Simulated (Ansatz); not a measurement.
Ba13⁻, relaxed as a doublet with UKS PBE/def2-SVP in Ansatz, starting from packed atoms. Force threshold 0.03 eV/Å.

In the def2 sets Ba takes a core potential; there is no spin–orbit coupling. Another isomer (doublet) lies 0.59 eV lower at PBE0/def2-TZVP; other spin states weren't run for this one.

Start:

```xyz
13

Ba    1.8307   -1.6513   -2.6373
Ba   -3.7451    0.6424    0.8527
Ba   -2.3862   -0.0539   -3.2781
Ba   -2.0649   -3.3663    2.8954
Ba    0.5707    2.6940   -1.9289
Ba   -1.7077   -3.8726   -1.0673
Ba   -0.6059    0.7958    4.9571
Ba   -3.5189    3.8400   -2.2101
Ba   -0.6298    3.7879    1.7753
Ba    5.0955    0.4765    1.6963
Ba    1.9720   -4.4154    1.2094
Ba    4.6886    1.5062   -3.2808
Ba    0.5011   -0.3833    1.0162
```

Task: Estimate the energy that the relaxation releases and the steps that it takes.

Result: 176.3 kJ/mol, in 26 steps; 7.4 min on 2 threads of AMD EPYC 7R13 on a shared host and a share (18 GiB) of an NVIDIA H100 80GB HBM3. The force fell under the threshold at step 19, but the optimiser went on and released 0.289 eV more. No frequencies were taken in this run, so the end may be a saddle point.

Task: Does the start keep its bonding?

Result: Bonds lost: Ba2–Ba3 (atoms count from 1). Bonds formed: Ba1–Ba10, Ba5–Ba10, Ba7–Ba10, Ba7–Ba11, Ba8–Ba13, Ba9–Ba10, Ba10–Ba11 (atoms count from 1). Metal–metal contacts that move far: Ba3–Ba13 5.19 to 4.31 Å, Ba10–Ba12 5.10 to 4.44 Å, Ba2–Ba7 5.17 to 4.55 Å.

Task: Predict the relaxed structure.

Result: 
Cartesian coordinates in Å:
```
Ba 2.228 -1.634 -2.469
Ba -3.843 1.303 2.851
Ba -1.841 -0.476 -4.006
Ba -2.634 -3.100 2.814
Ba 1.086 2.573 -2.446
Ba -1.383 -4.185 -1.437
Ba 0.287 0.052 4.290
Ba -3.322 2.924 -1.391
Ba -0.171 3.704 1.736
Ba 3.273 0.886 0.993
Ba 1.750 -3.302 1.692
Ba 5.457 1.494 -2.823
Ba -0.886 -0.239 0.195
```
Bond lengths (bridged metal pairs left out): 39 × Ba–Ba 4.25 to 4.57 Å.
